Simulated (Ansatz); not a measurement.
```yaml
crystal:
  periodic: [false, false, false]
  atoms:
    - {symbol: C, position_ang: [-1.216625, -0.616444, 1.039457]}
    - {symbol: Si, position_ang: [0.389760, 0.270649, 0.759765]}
    - {symbol: F, position_ang: [1.561185, -0.466303, 1.581651]}
    - {symbol: Si, position_ang: [0.970593, 0.283743, -1.515161]}
    - {symbol: Cl, position_ang: [-0.614072, 1.198077, -2.485140]}
    - {symbol: H, position_ang: [-1.491233, -0.595359, 2.096769]}
    - {symbol: H, position_ang: [-1.155153, -1.658186, 0.717489]}
    - {symbol: H, position_ang: [-2.011497, -0.128848, 0.468575]}
    - {symbol: H, position_ang: [0.316733, 1.671265, 1.255128]}
    - {symbol: H, position_ang: [2.197079, 1.065061, -1.813740]}
    - {symbol: H, position_ang: [1.118631, -1.080656, -2.084193]}
basis:
  gaussian: {orbitals: LANL2DZ, nuclear_model: gaussian, point_charges: [{charge: 2.00, position_ang: [5.190, 0.631, -0.380]}]}
hamiltonian: {xc: {name: r2SCANh}}
```

```sh
$ ansatz run in.yaml --threads 4 --pin off --events-out ev --progress --plain --max-ram 10444MiB
```

(1) How does Ansatz answer? (An estimate is asked.)

## Answers

(1) The calculation gave: The program refused the input.
```
Error: <dir> can't be read: No such file or directory (os error 2)
```
